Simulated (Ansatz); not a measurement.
Orthosilicic acid + `CCS` → `CCS[Si](O)(O)O` + H₂O  (ligand exchange at the Si–O bond)

Calculated with Ansatz (gas phase, PBE0-D4/def2-TZVP geometries, no zero-point term in ΔE). CCSD(T)/CBS adds triple-zeta CCSD(T) − MP2 to the extrapolated MP2 energy (def2 sets, frozen cores). This one scheme is used for every species. Functionals use def2-TZVPP. One conformer a species, not always the lowest.

```json
{"level": "r2SCAN-D4", "ΔE (kJ/mol)": "52.7"}
{"level": "PBE", "ΔE (kJ/mol)": "48.4"}
{"level": "PBE0", "ΔE (kJ/mol)": "53.4"}
{"level": "HF/def2-TZVPP", "ΔE (kJ/mol)": "83.5"}
{"level": "SCS-MP2/def2-TZVPP", "ΔE (kJ/mol)": "59.3"}
{"level": "CCSD/def2-TZVPP", "ΔE (kJ/mol)": "62.7"}
{"level": "HF/def2-QZVPP", "ΔE (kJ/mol)": "84.5"}
{"level": "MP2/CBS(def2)", "ΔE (kJ/mol)": "46.4"}
```

What does CCSD(T)/CBS give? (Estimate.)

The calculation gave: +51.6 kJ/mol. The listed levels differ from it by 1.1, -3.2, 1.8, 31.9, 7.7, 11.1, 32.9, -5.2 kJ/mol.

Largest T1 diagnostic among the species: 0.011.

In def2-TZVPP, CCSD(T) changes the Hartree–Fock value by −26.4 kJ/mol (the triples alone add −5.6 kJ/mol) and MP2 by −31.6 kJ/mol. From PBE to PBE0 (25 % exact exchange), in def2-TZVPP and without D4, ΔE moves by +5.0 kJ/mol. The D4 term adds −14.5 kJ/mol with B3LYP and −8.4 kJ/mol with PBE0; it sums over pairs of atoms, weighted by their polarisabilities, and B3LYP, whose exchange is more repulsive, gets the larger term.

B3LYP here is the variant with VWN-RPA as its local correlation; programs differ in this.
